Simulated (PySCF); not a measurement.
Be(Cl)(OH), SMILES [OH][Be][Cl] (HBeClO), PBE0/def2-SVP optimised geometry.

```
4

Be    -0.26     0.00     0.00
Cl    -2.07     0.00     0.00
O      1.13     0.00     0.00
H      2.07     0.00     0.00
```

Density from PBE0/def2-TZVP (PySCF) at that geometry.

Minimum of the electron density along straight lines between bonded atoms, close to the bond critical point (lines longer than 1.1 times the sum of covalent radii, or with two minima, are not listed):

```json
[
 {"bond": "Be1–Cl2", "length / Å": "1.815", "ρ at the minimum / e bohr⁻³": "0.087", "∇²ρ there / e bohr⁻⁵": "(withheld)", "position (fraction from the first atom)": "0.31"},
 {"bond": "Be1–O3", "length / Å": "1.384", "ρ at the minimum / e bohr⁻³": "(withheld)", "∇²ρ there / e bohr⁻⁵": "1.33", "position (fraction from the first atom)": "0.36"},
 {"bond": "O3–H4", "length / Å": "0.947", "ρ at the minimum / e bohr⁻³": "0.363", "∇²ρ there / e bohr⁻⁵": "(withheld)", "position (fraction from the first atom)": "0.82"}
]
```

Fill in the missing entries.


- Be1–Cl2, ∇²ρ there / e bohr⁻⁵: 0.41
- Be1–O3, ρ at the minimum / e bohr⁻³: 0.137
- O3–H4, ∇²ρ there / e bohr⁻⁵: -2.60
